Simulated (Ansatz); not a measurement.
Geometry optimisation, RKS PBE0-D4/def2-SVP in Ansatz 0.2.0.

Input:

```yaml
crystal:
  periodic: [false, false, false]
  atoms:
    - { symbol: B, position_ang: [0.0, 0.0, 0.0] }
    - { symbol: F, position_ang: [0.0, 0.0, 1.67] }
    - { symbol: O, position_ang: [1.2211, 0.0, -0.705] }
    - { symbol: H, position_ang: [1.5209, -0.9519, -0.8599] }
    - { symbol: H, position_ang: [-1.0305, 0.0, -0.595] }
    - { symbol: Cl, position_ang: [0.0968, 2.0475, 0.6811] }
    - { symbol: H, position_ang: [0.0504, 1.0668, 1.6505] }
basis:
  gaussian: { orbitals: def2-SVP }
hamiltonian:
  xc: pbe0
  dispersion: d4
relax:
  f_tol: 0.15
  max_steps: 25
  restrain:
    - { distance: [0, 5], at: 1.86, k: 30.0 }
    - { distance: [6, 1], at: 0.92, k: 30.0 }
    - { distance: [0, 1], at: 2.52, k: 30.0 }
    - { distance: [6, 5], at: 2.57, k: 30.0 }
```

Launched with:

```bash
$ ansatz run input.yaml --threads 1 --pin off --max-ram 2048MiB --backend cpu --events-out ev --progress --plain --runs-dir out
```

Question: Where does it end, and by what steps?

Answer: The forces met the threshold. The restraints hold the end off the free minimum. After 11 steps the energy has fallen by 2.055 eV (the restraints' own energy left out); H7 moved furthest, 0.62 Å. Parted: Cl6–H7 (1.38 → 2.57 Å).

```json
{"step": "0", "energy less start (eV)": "0.0000", "largest force component (eV/Å)": "5.459", "accepted": "yes"}
{"step": "1", "energy less start (eV)": "-0.9241", "largest force component (eV/Å)": "3.422", "accepted": "yes"}
{"step": "2", "energy less start (eV)": "-1.4702", "largest force component (eV/Å)": "3.208", "accepted": "yes"}
{"step": "3", "energy less start (eV)": "-1.9025", "largest force component (eV/Å)": "1.352", "accepted": "yes"}
{"step": "4", "energy less start (eV)": "-1.9682", "largest force component (eV/Å)": "1.130", "accepted": "yes"}
{"step": "5", "energy less start (eV)": "-1.8519", "largest force component (eV/Å)": "2.558", "accepted": "no"}
{"step": "6", "energy less start (eV)": "-2.0208", "largest force component (eV/Å)": "0.895", "accepted": "yes"}
{"step": "7", "energy less start (eV)": "-2.0358", "largest force component (eV/Å)": "0.913", "accepted": "yes"}
{"step": "8", "energy less start (eV)": "-2.0532", "largest force component (eV/Å)": "0.927", "accepted": "yes"}
{"step": "9", "energy less start (eV)": "-2.0394", "largest force component (eV/Å)": "1.302", "accepted": "no"}
{"step": "10", "energy less start (eV)": "-2.0539", "largest force component (eV/Å)": "1.047", "accepted": "no"}
{"step": "11", "energy less start (eV)": "-2.0549", "largest force component (eV/Å)": "0.914", "accepted": "yes"}
```

```xyz
7
Properties=species:S:1:pos:R:3
B 0.091 0.468 -0.394
F -0.011 -0.183 2.041
O 1.313 -0.022 -0.611
H 1.298 -0.954 -0.856
H -0.947 -0.101 -0.601
Cl 0.013 2.230 0.093
H 0.102 0.725 2.171
```

Run time: 27 s on 1 thread of Arm Neoverse V2, on a shared host, peak memory 0.14 GiB.
